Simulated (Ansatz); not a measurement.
Basis-set extrapolation for C$_{12}$H$_{8}$N$_{2}$, SMILES `c1ccc2nc3ccccc3nc2c1` (PBE0-D4/def2-TZVP geometry, frozen core, the Gaussian-basis code of Ansatz). Multiplicity 1, RHF reference.

```json
{"": "HF", "def2-TZVPP": "-568.180684", "def2-QZVPP": "-568.203456"}
{"": "MP2 correlation", "def2-TZVPP": "-2.247946", "def2-QZVPP": "-2.392206"}
{"": "CCSD(T) correlation", "def2-TZVPP": "-2.391700", "def2-QZVPP": "not run"}
```

Energies in hartree. Use E(X) = E(∞) + A·exp(−7.88·√X) for Hartree–Fock and E(X) = E(∞) + B·X^(−2.97) for correlation, with X = 3 and 4, and add CCSD(T) minus MP2 of the smaller set to the MP2 limit.

Task: What is the CCSD(T) energy at the basis-set limit?

Result: HF limit: -568.203456 + (-0.022772) × 0.13774 = -568.20659. MP2 limit: -2.392206 + (-0.144260) × 0.74074 = -2.49907. Higher-order term: -2.391700 − (-2.247946) = -0.14375. Total: -570.84941 hartree, 7.54 eV below CCSD(T)/def2-TZVPP.
